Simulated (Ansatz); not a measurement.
C2H6Be, charge -1, doublet, geometry from GFN2-xTB (such geometries of metal compounds can be far from the true shape) (a state made from the parent by changing its charge; the spin is typed, not shown lowest) (a gas-phase anion, which may not be bound at this level); Ansatz (a first-principles code) with HF/6-311G**.

Ansatz was given this input:
Ansatz 0.2 input:
```yaml
crystal:
  periodic: [false, false, false]
  atoms:
    - {symbol: Be, position_ang: [-0.49330245, 0.64118837, -0.51611087]}
    - {symbol: C, position_ang: [1.24574494, 0.06247317, -0.90022893]}
    - {symbol: H, position_ang: [1.26363474, -1.03342580, -1.01743396]}
    - {symbol: H, position_ang: [1.91122315, 0.26905777, -0.04599114]}
    - {symbol: H, position_ang: [1.79075906, 0.44963440, -1.78247158]}
    - {symbol: C, position_ang: [-1.12804535, -0.21545763, 1.02337050]}
    - {symbol: H, position_ang: [-1.11134760, -1.30872602, 0.88284988]}
    - {symbol: H, position_ang: [-2.13882794, 0.00278119, 1.41830932]}
    - {symbol: H, position_ang: [-0.44842916, -0.02616823, 1.87033152]}
basis:
  gaussian:
    orbitals: 6-311G__.json
hamiltonian:
  xc: hf
total_charge: -1
magnetization: {spin_polarized: true, initial_magnetization: 1}
```
The basis file holds 6-311G** in the JSON format of the Basis Set Exchange.

Output, abridged:

```
Functional definition: HF
807 factors; their error is unknown
mean field evaluation 1: about -2551.0281 eV, gradient 1.4e1 eV
mean field evaluation 2: about -2552.9301 eV, gradient 5.0e0 eV
mean field evaluation 4: about -2553.3540 eV, gradient 7.0e-1 eV
mean field evaluation 8: about -2553.3720 eV, gradient 3.9e-2 eV
mean field -2553.36504838 eV, -93.8344347949 hartree, gradient 1.6e-5 eV, S^2 0.751140; 0 other end points of the search recorded, 0 dependent functions left out
reference -2553.36504838 eV, -93.8344347949 hartree; 12, 11 occupied and 78, 79 virtual orbitals, 807 factors
Total energy: -2553.36504838 eV, -93.8344347949 hartree
```
